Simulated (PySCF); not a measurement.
## Atomic charges by several schemes

Species: C5H11N3Si.
Geometry (PBE0-D3(BJ)/def2-SVP, Å), atoms numbered from 1 in this order:
```xyz
20
C5H11N3Si angstrom
C     -1.2738    1.1910   -1.2743
Si    -0.6038   -0.1097   -0.1023
C     -1.5175   -0.0677    1.5382
C     -0.7050   -1.8284   -0.8594
C      1.2116    0.2822    0.1946
C      1.9277    1.4703    0.1830
N      3.2254    1.2217    0.4858
N      3.3735   -0.0438    0.6859
N      2.1839   -0.6115    0.5182
H     -0.7348    1.1740   -2.2339
H     -1.1720    2.2002   -0.8450
H     -2.3429    1.0207   -1.4775
H     -2.5910   -0.2709    1.3958
H     -1.1191   -0.8216    2.2351
H     -1.4169    0.9187    2.0167
H     -0.1354   -1.8836   -1.8002
H     -1.7514   -2.0912   -1.0824
H     -0.3163   -2.6013   -0.1765
H      1.5767    2.4782   -0.0298
H      2.1020   -1.6161    0.6218
```

Density: PBE0/pcSseg-1 (PySCF); schemes: Mulliken, IAO, Hirshfeld and ESP-fitted. Geometry: PBE0-D3(BJ)/def2-SVP; no solvent, vibrations or thermal averaging.

Do the Mulliken, IAO, Hirshfeld and ESP-fitted schemes agree on where the charge is lowest?

All schemes agree: Mulliken C4 (-0.636); IAO C4 (-0.721); Hirshfeld C4 (-0.216); ESP-fitted C4 (-0.784).

At which atom do the 4 schemes differ most?

At Si2: from +0.406 (Hirshfeld) to +1.097 e (IAO), 0.691 e apart.

What partial charge does each atom carry?

In e:

```csv
atom,environment,Mulliken,IAO,Hirshfeld,ESP-fitted
C1,Si-methyl carbon,-0.628,-0.718,-0.211,-0.749
Si2,four-coordinate silicon,+0.960,+1.097,+0.406,+0.945
C3,Si-methyl carbon,-0.608,-0.720,-0.215,-0.735
C4,Si-methyl carbon,-0.636,-0.721,-0.216,-0.784
C5,substituted aromatic carbon,-0.132,-0.265,-0.079,-0.323
C6,aromatic CH next to a ring nitrogen,+0.007,-0.109,-0.045,+0.150
N7,pyridine-type nitrogen,-0.258,-0.192,-0.147,-0.287
N8,pyridine-type nitrogen,-0.045,-0.107,-0.086,-0.289
N9,pyrrole-type nitrogen,-0.262,-0.108,-0.016,+0.236
H10,methyl hydrogen,+0.148,+0.158,+0.045,+0.166
H11,methyl hydrogen,+0.146,+0.154,+0.045,+0.176
H12,methyl hydrogen,+0.144,+0.153,+0.045,+0.185
H13,methyl hydrogen,+0.142,+0.151,+0.043,+0.180
H14,methyl hydrogen,+0.142,+0.153,+0.042,+0.157
H15,methyl hydrogen,+0.148,+0.157,+0.044,+0.162
H16,methyl hydrogen,+0.148,+0.156,+0.043,+0.171
H17,methyl hydrogen,+0.148,+0.156,+0.045,+0.193
H18,methyl hydrogen,+0.135,+0.144,+0.039,+0.178
H19,aromatic hydrogen,+0.099,+0.163,+0.060,+0.081
H20,N–H hydrogen,+0.201,+0.299,+0.158,+0.189
```

Mean size of the charges over all atoms: ESP-fitted 0.317 e, IAO 0.294 e, Mulliken 0.257 e, Hirshfeld 0.101 e. Each set sums to the total charge, 0, to within 0.001 e. The IAO scheme counts the electrons in orthogonalised intrinsic atomic orbitals, a minimal basis polarised so that it spans the occupied orbitals exactly.

How many electrons does the IAO scheme count on C4?

Z − q = 6 − (-0.721) = 6.721.

How closely do the schemes follow one another over all atoms?

Correlation coefficient and root-mean-square difference: Mulliken with IAO 0.99, 0.079 e; IAO with Hirshfeld 0.98, 0.268 e; Mulliken with Hirshfeld 0.96, 0.222 e; IAO with ESP-fitted 0.96, 0.119 e; Hirshfeld with ESP-fitted 0.94, 0.278 e; Mulliken with ESP-fitted 0.93, 0.146 e.

Sum the charges by element, for elements with more than one atom.

| element | atoms | Mulliken | IAO | Hirshfeld | ESP-fitted |
| --- | --- | --- | --- | --- | --- |
| C | 5 | -1.997 | -2.532 | -0.766 | -2.442 |
| N | 3 | -0.565 | -0.408 | -0.248 | -0.340 |
| H | 11 | +1.603 | +1.843 | +0.609 | +1.837 |
